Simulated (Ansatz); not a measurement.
One change: `OC1([SiH3])[SiH2]S1` becomes `OC1(F)[SiH2]S1`.

Ansatz, PBE0-D4/def2-TZVP geometries, multiplicity 1. Each molecule was computed in one conformer, which needn't be the lowest.

```json
{"property": "HOMO–LUMO gap (ωB97M-V/def2-TZVPP) / eV", "`OC1([SiH3])[SiH2]S1`": "10.25"}
{"property": "LUMO energy (PBE0/def2-TZVPP) / eV", "`OC1([SiH3])[SiH2]S1`": "-0.67"}
{"property": "LUMO energy (ωB97M-V/def2-TZVPP) / eV", "`OC1([SiH3])[SiH2]S1`": "1.05"}
{"property": "HOMO–LUMO gap (PBE/def2-TZVPP) / eV", "`OC1([SiH3])[SiH2]S1`": "4.40"}
{"property": "HOMO energy (PBE0/def2-TZVPP) / eV", "`OC1([SiH3])[SiH2]S1`": "-7.07"}
{"property": "HOMO–LUMO gap (PBE0/def2-TZVPP) / eV", "`OC1([SiH3])[SiH2]S1`": "6.40"}
```

Q: What does the change do to each property? (An estimate is asked.)

A: The calculation gave: 
| property | `OC1(F)[SiH2]S1` | shift |
| --- | --- | --- |
| HOMO–LUMO gap (ωB97M-V/def2-TZVPP) / eV | 10.62 | 0.37 |
| LUMO energy (PBE0/def2-TZVPP) / eV | -0.80 | -0.13 |
| LUMO energy (ωB97M-V/def2-TZVPP) / eV | 0.97 | -0.08 |
| HOMO–LUMO gap (PBE/def2-TZVPP) / eV | 4.60 | 0.20 |
| HOMO energy (PBE0/def2-TZVPP) / eV | -7.48 | -0.41 |
| HOMO–LUMO gap (PBE0/def2-TZVPP) / eV | 6.68 | 0.28 |

With PBE0 the HOMO falls by 0.41 eV and the LUMO falls by 0.13 eV, so the gap widens by about 0.28 eV. PBE moves the HOMO by -0.34 eV and ωB97M-V by -0.45 eV.
